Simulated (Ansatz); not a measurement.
Calculated with Ansatz (gas phase, PBE0-D4/def2-TZVP geometries, no zero-point term in ΔE). CBS: MP2 limit from def2 TZ/QZ plus the TZ coupled-cluster correction, frozen cores. DFT in def2-TZVPP. For Se outer-core shells are correlated without core-valence functions, which leaves a few kJ/mol of doubt a bond. Scalar relativity is left out up to krypton. One conformer a species, not always the lowest.

Reaction (formal exchange of groups at a C–B bond): `BBC=N` + `[SiH3][SeH]` → `N=C[SiH2][SeH]` + `BB`

```tsv
level	ΔE (kJ/mol)
PBE0-D4	11.3
ωB97X-V	7.5
PBE	17.0
MP2/def2-TZVPP	5.1
CCSD/def2-TZVPP	7.2
HF/def2-QZVPP	7.1
MP2/def2-QZVPP	4.8
SCS-MP2/def2-QZVPP	4.8
```

Problem. What does CCSD(T)/CBS give? (An estimate is asked.)

Solution. Computed: +6.7 kJ/mol. The listed levels differ from it by 4.6, 0.8, 10.3, -1.6, 0.5, 0.4, -1.9, -1.9 kJ/mol.

Largest T1 diagnostic among the species: 0.015.

From PBE to PBE0 (25 % exact exchange), in def2-TZVPP and without D4, ΔE moves by −3.8 kJ/mol. The D4 term adds −3.2 kJ/mol with B3LYP and −1.8 kJ/mol with PBE0; it sums over pairs of atoms, weighted by their polarisabilities, and B3LYP, whose exchange is more repulsive, gets the larger term.

B3LYP here is the variant with VWN-RPA as its local correlation; programs differ in this.
